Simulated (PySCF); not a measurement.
# From computed data to an observable: chemical shift, span and skew from a shielding tensor

C₂H₇NOSi₂, SMILES CC1=N[SiH2]O[SiH2]1. Atoms are numbered in the order given.

```xyz
13

C      0.6642     2.5154     0.0000
C      0.3842     1.0438     0.0000
N      1.3327     0.1731     0.0000
Si     0.7743    -1.5055     0.0000
O     -0.9033    -1.3362     0.0000
Si    -1.3924     0.2669     0.0000
H      0.2046     2.9924     0.8831
H      0.2046     2.9924    -0.8831
H      1.7476     2.7053     0.0000
H      1.2422    -2.2138     1.2208
H      1.2422    -2.2138    -1.2208
H     -2.1904     0.6002     1.2163
H     -2.1904     0.6002    -1.2163
```

The structure is a stationary point at r2SCAN-D4/def2-SVP. This is a generated structure with no PubChem entry under its InChIKey; it may be hypothetical.

GIAO shieldings from PBE/pcSseg-1 (PySCF), non-relativistic, no solvent. The symmetric part of the tensor of C2 has the principal values -122.4, -90.3, 116.5 ppm. The same nucleus in TMS has σ = 182.0 ppm at this level (PySCF, at its B3LYP-D3(BJ)/def2-TZVP geometry).

Q: Work out the isotropic shielding, the ¹³C shift against TMS, the span and the skew.

A: 
σ(iso) = (σ11 + σ22 + σ33)/3 = -32.1 ppm. δ = σ(ref) − σ(iso) = 182.0 − (-32.1) = 214.1 ppm.
Span Ω = σ33 − σ11 = 238.9 ppm. Skew κ = 3(σ(iso) − σ22)/Ω = 0.73. Tumbling in solution averages the tensor to δ; in a static solid the shielding alone would spread this spin-1/2 line over Ω.
